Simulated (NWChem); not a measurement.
System: CH$_{4}$ClFOSi; SMILES CO[Si@H](F)Cl

Excerpt of the output:

```
             Northwest Computational Chemistry Package (NWChem) 7.3.0
             --------------------------------------------------------

 C1  symmetry detected

                             Geometry "geometry" -> ""
                             -------------------------

 Output coordinates in angstroms (scale by  1.889725989 to convert to a.u.)

  No.       Tag          Charge          X              Y              Z
 ---- ---------------- ---------- -------------- -------------- --------------
    1 C                    6.0000    -1.07146376     1.89940506    -0.52675691
    2 O                    8.0000    -0.24379605     1.37863311     0.50542840
    3 Si                  14.0000     0.54639873    -0.06718095     0.48897042
    4 F                    9.0000     1.77405449    -0.05292109    -0.58331813
    5 Cl                  17.0000    -0.73071747    -1.57962059    -0.11361736
    6 H                    1.0000    -1.78413326     1.13372113    -0.90369160
    7 H                    1.0000    -0.46371793     2.26932867    -1.38064801
    8 H                    1.0000    -1.64996985     2.74836383    -0.11200880
    9 H                    1.0000     1.08309629    -0.30653571     1.84923520

 Effective nuclear repulsion energy (a.u.)     306.4866435363

  xc_inp: hfexch multiplicative factor not found.

                                 NWChem DFT Module
                                 -----------------

 Summary of "ao basis" -> "ao basis" (spherical)
 ------------------------------------------------------------------------------
       Tag                 Description            Shells   Functions and Types
 ---------------- ------------------------------  ------  ---------------------
 C                           sto-3g                  3        5   2s1p
 O                           sto-3g                  3        5   2s1p
 Si                          sto-3g                  5        9   3s2p
 F                           sto-3g                  3        5   2s1p
 Cl                          sto-3g                  5        9   3s2p
 H                           sto-3g                  1        1   1s

            General Information
            -------------------
          SCF calculation type: DFT
          Wavefunction type:  closed shell.
          No. of atoms     :     9
          No. of electrons :    58
           Alpha electrons :    29
            Beta electrons :    29
          Charge           :     0
          Spin multiplicity:     1
          Use of symmetry is: off; symmetry adaption is: off
          Maximum number of iterations: 150
          AO basis - number of functions:    37
                     number of shells:    23
          Convergence on energy requested:  1.00D-06
          Convergence on density requested:  1.00D-05
          Convergence on gradient requested:  5.00D-04

              XC Information
              --------------
                     Hartree-Fock (Exact) Exchange  1.000

      Superposition of Atomic Density Guess
      -------------------------------------

 Sum of atomic energies:        -950.82631796

      Non-variational initial energy
      ------------------------------

 Total energy =    -950.953931
 1-e energy   =   -1936.093059
 2-e energy   =     678.652484
 HOMO         =      -0.202877
 LUMO         =       0.309607

     ---------------------------------------------
      Total Density - Mulliken Population Analysis
     ---------------------------------------------

    Atom       Charge   Shell Charges
 -----------   ------   -------------------------------------------------------
    1 C    6     5.75   1.99  1.25  2.51
    2 O    8     8.75   2.00  1.81  4.94
    3 Si  14    12.21   2.00  1.99  5.87  1.03  1.33
    4 F    9     9.58   2.00  1.94  5.64
    5 Cl  17    17.61   2.00  2.00  5.99  1.96  5.65
    6 H    1     0.98   0.98
    7 H    1     0.99   0.99
    8 H    1     0.98   0.98
    9 H    1     1.15   1.15

   convergence    iter        energy       DeltaE   RMS-Dens  Diis-err
 ---------------- ----- ----------------- --------- --------- ---------
 d= 0,ls=0.0,diis     1   -951.7755583975 -1.26D+03  2.77D-02  5.44D-01
 d= 0,ls=0.0,diis     2   -951.8913911993 -1.16D-01  5.36D-03  3.19D-02
 d= 0,ls=0.0,diis     3   -951.8970510304 -5.66D-03  1.97D-03  1.72D-03
 d= 0,ls=0.0,diis     4   -951.8976192924 -5.68D-04  5.39D-04  1.04D-04
 d= 0,ls=0.0,diis     5   -951.8976557274 -3.64D-05  1.38D-04  5.59D-06
  Resetting Diis
 d= 0,ls=0.0,diis     6   -951.8976578285 -2.10D-06  2.29D-05  1.44D-07
 d= 0,ls=0.0,diis     7   -951.8976578849 -5.64D-08  3.23D-06  5.36D-09

         Total DFT energy =     -951.897657884925
      One electron energy =    -1933.483306157425
           Coulomb energy =      748.531303616772
    Exchange-Corr. energy =      -73.432298880587
 Nuclear repulsion energy =      306.486643536315

 Numeric. integr. density =        0.000000000000

                       DFT Final Molecular Orbital Analysis
                       ------------------------------------

 Vector   27  Occ=2.000000D+00  E=-3.888193D-01
              MO Center= -5.0D-01, -1.4D+00,  1.1D-02, r^2= 1.9D+00
   Bfn.  Coefficient  Atom+Function         Bfn.  Coefficient  Atom+Function
  ----- ------------  ---------------      ----- ------------  ---------------
    33      0.924587  5 Cl pz                32     -0.286346  5 Cl py
    37     -0.250999  9 H  s                 29     -0.249371  5 Cl pz
    24      0.164504  4 F  pz                22     -0.088950  4 F  px
    19     -0.078471  3 Si pz                28      0.076837  5 Cl py
     9     -0.057287  2 O  py                 8      0.050059  2 O  px

 Vector   28  Occ=2.000000D+00  E=-3.701857D-01
              MO Center= -2.7D-01,  9.1D-01,  2.0D-01, r^2= 3.0D+00
   Bfn.  Coefficient  Atom+Function         Bfn.  Coefficient  Atom+Function
  ----- ------------  ---------------      ----- ------------  ---------------
    10      0.614072  2 O  pz                32      0.365712  5 Cl py
     9      0.330238  2 O  py                 8     -0.266001  2 O  px
    36     -0.227237  8 H  s                  7      0.225806  2 O  s
    22     -0.212205  4 F  px                35      0.189796  7 H  s
     5     -0.172052  1 C  pz                23      0.171878  4 F  py

 Vector   29  Occ=2.000000D+00  E=-3.632890D-01
              MO Center= -3.8D-01,  9.5D-01,  1.4D-01, r^2= 2.5D+00
   Bfn.  Coefficient  Atom+Function         Bfn.  Coefficient  Atom+Function
  ----- ------------  ---------------      ----- ------------  ---------------
     8      0.628295  2 O  px                 9      0.527035  2 O  py
    32      0.354970  5 Cl py                34      0.247768  6 H  s
    35     -0.222151  7 H  s                 10     -0.155082  2 O  pz
    33      0.141234  5 Cl pz                 3     -0.130400  1 C  px
    22      0.129857  4 F  px                24     -0.119809  4 F  pz

 Vector   30  Occ=0.000000D+00  E= 3.319442D-01
              MO Center=  9.9D-02, -5.7D-01,  3.4D-01, r^2= 2.1D+00
   Bfn.  Coefficient  Atom+Function         Bfn.  Coefficient  Atom+Function
  ----- ------------  ---------------      ----- ------------  ---------------
    16      0.945017  3 Si s                 32     -0.553385  5 Cl py
    18     -0.501715  3 Si py                31     -0.461812  5 Cl px
    17     -0.430886  3 Si px                30     -0.410665  5 Cl s
    37     -0.412148  9 H  s                  9      0.286301  2 O  py
    22      0.234085  4 F  px                33     -0.228243  5 Cl pz

 Vector   31  Occ=0.000000D+00  E= 4.350386D-01
              MO Center=  3.5D-01,  6.7D-01,  4.1D-01, r^2= 2.3D+00
   Bfn.  Coefficient  Atom+Function         Bfn.  Coefficient  Atom+Function
  ----- ------------  ---------------      ----- ------------  ---------------
    18      0.829511  3 Si py                 7     -0.693450  2 O  s
    16      0.542001  3 Si s                 37     -0.391547  9 H  s
     5      0.388940  1 C  pz                10      0.298626  2 O  pz
     2      0.251661  1 C  s                 14     -0.242742  3 Si py
     3      0.238438  1 C  px                 9      0.228469  2 O  py

 Vector   32  Occ=0.000000D+00  E= 4.782038D-01
              MO Center=  7.5D-01,  2.7D-03,  2.3D-01, r^2= 2.0D+00
   Bfn.  Coefficient  Atom+Function         Bfn.  Coefficient  Atom+Function
  ----- ------------  ---------------      ----- ------------  ---------------
    17      0.905522  3 Si px                19     -0.500415  3 Si pz
    21     -0.430157  4 F  s                 24     -0.424830  4 F  pz
    22      0.422411  4 F  px                 7      0.311208  2 O  s
    13     -0.264735  3 Si px                16      0.255044  3 Si s
     3     -0.203141  1 C  px                18     -0.188316  3 Si py

     ---------------------------------------------
      Total Density - Mulliken Population Analysis
     ---------------------------------------------

    Atom       Charge   Shell Charges
 -----------   ------   -------------------------------------------------------
    1 C    6     6.05   1.99  1.19  2.87
    2 O    8     8.44   2.00  1.81  4.64
    3 Si  14    12.86   2.00  1.99  5.89  1.08  1.90
    4 F    9     9.31   2.00  1.96  5.35
    5 Cl  17    17.41   2.00  2.00  5.99  1.98  5.44
    6 H    1     0.94   0.94
    7 H    1     0.94   0.94
    8 H    1     0.93   0.93
    9 H    1     1.12   1.12

     -------------------------------------------
      Total Density - Lowdin Population Analysis
     -------------------------------------------

[...]
```

Level: Hartree-Fock/STO-3G. The geometry was optimised at PBE-D3(BJ)/def2-SVP.

### Question
Write an input that gives this output.

### Answer
One answer among several that fit: the input that was run:
```
start job
memory heap 200 mb stack 900 mb global 1100 mb
geometry units angstroms noautoz
  C     -0.920610     2.049191    -0.478866
  O     -0.125747     1.444516     0.533164
  Si     0.522467    -0.069828     0.492694
  F      1.724026    -0.164811    -0.604748
  Cl    -0.904952    -1.449366    -0.091225
  H     -1.710505     1.357606    -0.844961
  H     -0.297688     2.365709    -1.343223
  H     -1.407038     2.946370    -0.047735
  H      1.061196    -0.369030     1.840249
end
basis spherical
  * library sto-3g
end
dft
  xc hfexch
  iterations 150
  mulliken
end
task dft energy
```
